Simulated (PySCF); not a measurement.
Excitations are Tamm–Dancoff values on a coarser integration grid. The basis has no diffuse functions, so Rydberg states are missing or too high.

**C3H6Ge, SMILES `C=C=[CH][GeH3]` (charge 0, multiplicity 1)**

All values below come from ωB97X-D3(BJ)/def2-TZVP // B3LYP-D3(BJ)/def2-TZVP run with PySCF.

```
Quantity                                                                       Value
-------------------------------------------  ---------------------------------------
HOMO                                                                        -9.76 eV
dipole moment                                                                 0.26 D
LUMO                                                                         2.16 eV
HOMO–LUMO gap                                                               11.92 eV
S1 excitation (TDA)                                                          5.79 eV
S1 oscillator strength                                                         0.001
brightest of the four lowest singlets (TDA)                                  7.93 eV
T1 excitation (TDA)                                                          4.73 eV
S1–T1 gap (TDA)                                                              1.06 eV
total energy                                                           -2194.9180 Ha
cost                                         about 2.1 core-minutes (a rough figure)
```

```xyz
10

C      1.9225    -1.0678    -0.3658
C      1.0506    -0.2506     0.1518
C      0.1527     0.5491     0.6409
Ge    -1.6764     0.5862    -0.0455
H      2.5452    -0.7696    -1.2010
H      2.0582    -2.0681     0.0282
H      0.4153     1.2201     1.4539
H     -1.9977     1.9876    -0.5979
H     -1.8055    -0.4629    -1.1587
H     -2.6649     0.2759     1.0941
```
